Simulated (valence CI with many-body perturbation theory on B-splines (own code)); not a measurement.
# Se²⁹⁺: key properties

Method: relativistic CI+MBPT: three valence electrons over a frozen Dirac-Fock core [He], radial functions for each j: 11 s, 11 p, 9 d, 7 f, 5 g, 2 h, 1 i, with the one-electron correlation potential Σ1 (screened to all orders), the two-electron term Σ2, the three-electron term Σ3, Breit, model QED; selected single and double excitations, second order for the rest (own B-spline code, finite nucleus).

The last digits are not significant, and no measured levels were compared; by estimate large intervals hold to a few tenths of a per cent, small ones and those within an open d or f shell to about a per cent.

Rates and lifetimes use the calculated energies. Strong lines usually hold to 10 to 20 %, long lifetimes can be off by a factor of two.

(1) What is the ground level?

(2) What are the static dipole polarisabilities of the lowest levels?

(3) How well does LS coupling describe the low levels?

(4) How is the term 2P° of the ground level split?

(5) Among levels below 2128.2 eV, which E1 lines absorb most strongly from the ground level?

Results:

(1) 2s2.2p 2P°_1/2, composition 99 % 2s2.2p 2P°, g = 0.657.

(2) 2s2.2p 2P°_1/2 0.00469 bohr³, of which the core gives 6.59e-06.

(3) Among the lowest 20 levels the leading LS term, summed over configurations, holds 85 % on average. For single configurations the figures are 84 % in LS and 91 % in jj coupling. Terms mix most in the J = 3/2 level at 250.6 eV, where the leading one holds 57 %.

(4) J = 1/2 at 0.0, J = 3/2 at 47.6 eV.

(5) to 2s2.3d 2D_3/2 at 0.6459 nm, f = 0.692; to 2s.2p.3p 2D_3/2 at 0.6305 nm, f = 0.228; to 2s.2p.3p 2P_1/2 at 0.6322 nm, f = 0.118.
